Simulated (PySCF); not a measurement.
Spin states and ions at one geometry of [BiCl4]−

PySCF 2.14.0, RKS BP86, Bi def2-SVP with ECP60, Cl def2-SVP; non-relativistic Hamiltonian with scalar-relativistic core potentials where named; density fitting; no spin-orbit coupling; singlets restricted, open shells unrestricted. The geometry is relaxed for charge -1, singlet, vacuum:

```xyz
5

Bi    0.0051    0.2454    0.0000
Cl   -0.0269   -1.2935    2.1359
Cl   -0.0269   -1.2935   -2.1359
Cl    2.1723    1.7403    0.0000
Cl   -2.0981    1.8291    0.0000
```

Energies count from the relaxed state; an electron taken off or put on is at rest in vacuum. Charges and spins are Mulliken's.

```json
{"state": "charge -1, singlet, vacuum", "energy (eV)": "0.00", "spin squared": "0.00", "charge on Bi1 (e)": "0.81", "spin on Bi1 (e)": "0.00", "dipole about the centre of mass (D)": "0.00"}
{"state": "charge -1, triplet, vacuum", "energy (eV)": "3.68", "spin squared": "2.00", "charge on Bi1 (e)": "0.48", "spin on Bi1 (e)": "0.89", "dipole about the centre of mass (D)": "0.35"}
```

Task: What does the state charge 0, doublet, vacuum give?

Result: energy (eV) 4.70, spin squared 0.75, charge on Bi1 (e) 0.91, spin on Bi1 (e) 0.01, dipole about the centre of mass (D) 0.00.

With an electron taken off (doublet) the charges change, summed by element, by Bi +0.10 e, Cl +0.90 e. The vertical ionisation energy is 4.70 eV, against −ε(HOMO) = 2.12 eV of the relaxed state. The level lies 2.6 eV too high, as is usual for semilocal functionals and global hybrids, which keep a self-interaction error.

Open shells may have lower solutions than those found. Hard to converge, so the more doubtful: charge -1, triplet, vacuum.
